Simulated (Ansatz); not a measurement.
Consider the redistribution: `[CH3][GeH]([NH2])[SiH3]` + `[AlH2][SH]` → `[CH3][GeH]([NH2])[SH]` + `[AlH2][SiH3]`.

Gas-phase electronic energies from Ansatz, PBE0-D4/def2-TZVP geometries. CCSD(T)/CBS adds triple-zeta CCSD(T) − MP2 to the extrapolated MP2 energy (def2 sets, frozen cores). This one scheme is used for every species. Functionals use def2-TZVPP. B3LYP here is the variant with VWN-RPA as its local correlation; programs differ in this. For Ge outer-core shells are correlated without core-valence functions, which leaves a few kJ/mol of doubt a bond. Scalar relativity is left out up to krypton. Each species was taken in one conformer, which may not be the lowest.

```
             level  ΔE (kJ/mol)
            PBE-D4         72.6
          B3LYP-D4         74.8
           ωB97M-V         77.0
     HF/def2-TZVPP         68.7
CCSD(T)/def2-TZVPP         73.4
     HF/def2-QZVPP         68.5
SCS-MP2/def2-QZVPP         75.6
      HF/CBS(def2)         68.4
```

(1) What does CCSD(T)/CBS give? (Best estimate.)

Largest T1 diagnostic among the species: 0.012.

Results:

(1) Computed: +75.1 kJ/mol. The listed levels differ from it by -2.5, -0.3, 1.9, -6.4, -1.7, -6.6, 0.5, -6.7 kJ/mol.

In def2-TZVPP, CCSD(T) changes the Hartree–Fock value by +4.7 kJ/mol (the triples alone add +0.8 kJ/mol) and MP2 by +8.6 kJ/mol.

CCSD(T)/CBS has its own doubt, a few kJ/mol and more with outer-core shells, so smaller differences from it don't rank the levels.
